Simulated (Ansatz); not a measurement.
Diatomic AuCl, closed-shell singlet (the spin of the measured ground state). No spin–orbit coupling.

D_e counts from the fitted minimum to each atom's lowest state at the same level, without counterpoise. The singlet is restricted.

Correlated levels freeze the inner cores; with def2 sets outer-core shells near the valence are correlated too. CBS(a, b) extrapolates the correlation energy as X⁻³ and adds the Hartree–Fock energy of set b.

Codes used: Ansatz (a quantum-chemistry and plane-wave program).  In def2 rows elements past Kr take small-core potentials, without spin–orbit coupling.

PBE/def2-TZVPP gives 292.0 kJ/mol for the bond energy D_e.

Predict the shift from PBE, with its sign, for: r2SCAN/def2-TZVPP, PBE0/def2-TZVPP, wB97M-V/def2-TZVPP, CCSD(T)/CBS(def2-TZVPP, def2-QZVPP).

r2SCAN/def2-TZVPP -1.5; PBE0/def2-TZVPP -16.9; wB97M-V/def2-TZVPP -8.1; CCSD(T)/CBS(def2-TZVPP, def2-QZVPP) -0.1 kJ/mol. 0 of 4 lie above PBE; the widest gap is to PBE0/def2-TZVPP.
